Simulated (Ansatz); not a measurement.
A run for Ansatz (a program for electronic structure): R-CAM-B3LYP/def2-TZVPP on LaF, 2S+1 = 1, a spin state set in the input, which need not be the lowest, a point of a bond scan (R = 2.067 Å). Elements past Kr take the def2 small-core potentials; no spin–orbit coupling.

Ansatz 0.2 input:
```yaml
crystal:
  periodic: [false, false, false]
  atoms:
    - {symbol: La, position_ang: [0.00000000, 0.00000000, 0.00000000]}
    - {symbol: F, position_ang: [0.00000000, 0.00000000, 2.06668400]}
basis:
  gaussian:
    orbitals: def2-TZVPP
    pivot_positions_ang: [[0.00000000, 0.00000000, 0.00000000], [0.00000000, 0.00000000, 2.06668400]]
hamiltonian:
  xc: {name: CAM-B3LYP}
output: {forces: true, orbitals: {seedname: ./end}}
```

The head of its log:

```
WARN ansatz: RAYON_NUM_THREADS=2 ignored (pool sized by the plan → 2); use --threads N
Functional definition: CAM-B3LYP
integrals: 0.02 GiB planned
486 factors; their error is unknown
integrals: 0.05 GiB planned
174 factors; integrals over basis functions are off by at most 3.1e-5 eV
mean field: 0.24 GiB planned
mean field evaluation 1: about -3572.5672 eV, gradient 4.6e1 eV
mean field evaluation 2: about -3557.3487 eV, gradient 1.1e2 eV
```

Problem. What total energy does the run end on?

Solution. -131.4268 hartree.
